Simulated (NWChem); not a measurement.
Species: CrO2Cl cation; SMILES [O]=[Cr+]([Cl])=[O]

This spin state was assumed; another may lie lower.

**Question.** Give the equilibrium geometry at PBE-D3(BJ)/def2-SVP (NWChem) as a list of bonds and angles, with the point group.

**Answer.** point group Cs; any orientation.
Bonded distances (Å): Cr1–O2 1.542, Cr1–O3 1.542, Cr1–Cl4 2.081. Angles (°): O2–Cr1–O3 107.6, O2–Cr1–Cl4 108.8, O3–Cr1–Cl4 108.8.
